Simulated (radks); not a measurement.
Results of a calculation; reference values are marked as such.
Problem. The mean radii <r> (bohr) of the occupied orbitals of an atom or ion are listed with their occupations. Code: a radial shooting solver on a logarithmic mesh with Libxc functionals. Model: scalar-relativistic Kohn-Sham, PBE, spin-unpolarised, spherical densities, point nucleus.

| orbital | occ. | <r> |
|---|---|---|
| 1s | 2 | 0.02190 |
| 2s | 2 | 0.09310 |
| 2p | 6 | 0.08218 |
| 3s | 2 | 0.2405 |
| 3p | 6 | 0.2380 |
| 3d | 10 | 0.2151 |
| 4s | 2 | 0.4859 |

Name the element and its charge.

Solution. Z = 64, gadolinium, charge +34: Gd34+ in [Ar] 3d10 4s2. The 1s radius gives Z: for a bare nucleus <r> = (2 gamma + 1)/(2Z) with gamma = sqrt(1 - (Z/c)^2), 0.02163 bohr for Z = 64, and screening makes it slightly larger (0.02190 here). The occupations add up to 30, and the charge is Z minus that.
